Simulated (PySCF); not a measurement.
Cl2HHfO, neutral, multiplicity 2. Atoms are numbered in the order given.

```xyz
5

Hf     0.0000     0.0000     0.1793
Cl     0.0000     2.0629    -0.9571
Cl     0.0000    -2.0629    -0.9571
O      0.0000     0.0000     2.0754
H      0.0000     0.0000     3.0319
```
Charge 0, spin multiplicity 2.

Geometry: PBE0-D3(BJ)/def2-SVP. The spin state was assumed, not searched. The isomer is the one that the SMILES or the coordinates give; other isomers of the formula were not compared. The def2 effective core potentials stand for the cores of Hf; spin–orbit coupling is left out. The values are those of a single conformer.

All values below come from r2SCAN/def2-TZVPD in PySCF.

Mulliken values depend strongly on the basis, most of all with diffuse functions as here. ESP charges are fitted to the potential on shells at 1.4 to 2.0 van der Waals radii. Atomic charges (e):

```
atom  ESP fit  Mulliken  Mulliken spin
----  -------  --------  -------------
Hf1         …      1.24           1.09
Cl2         …     -0.48          -0.03
Cl3         …     -0.48          -0.03
O4          …     -0.57          -0.02
H5          …      0.29           0.00
```

Question: Some entries are withheld; supply them. (An estimate is asked for; the answer gives what the named calculation found.)

Answer: 
- Hf1, ESP fit: 0.57
- Cl2, ESP fit: -0.21
- Cl3, ESP fit: -0.21
- O4, ESP fit: -0.56
- H5, ESP fit: 0.41
